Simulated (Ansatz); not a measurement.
Mulliken charges of BCl₂F₃Si (`F[Si](F)(F)B(Cl)Cl`) from r2SCAN/def2-TZVPP in Ansatz (PBE0-D4/def2-TZVP geometry).

```csv
atom,x (Å),y (Å),z (Å),charge (e)
F1,-0.114,-1.091,1.757,-0.291
Si2,0.185,-0.818,0.233,0.883
F3,-0.671,-1.843,-0.609,-0.287
F4,1.708,-1.148,-0.018,-0.287
B5,-0.233,1.073,-0.305,0.101
Cl6,-0.847,2.211,0.848,-0.056
Cl7,0.033,1.550,-1.951,-0.063
```

Problem. By hand: the dipole of these point charges (1 e Å = 4.8032 D).

Solution. Σ q r = (-0.079, 0.341, -0.081) e Å, of length 0.359 e Å = 1.72 D.

Problem. How does the dipole of the full density compare? (Best estimate.)

Solution. Computed: (-0.070, 0.303, -0.075) e Å, 1.54 D; the point charges give 1.12 times that, at 1° from its direction.

Point charges leave out the atoms' own dipoles, such as those of lone pairs, and Mulliken's split depends on the basis, so the close match here is no proof of good charges.
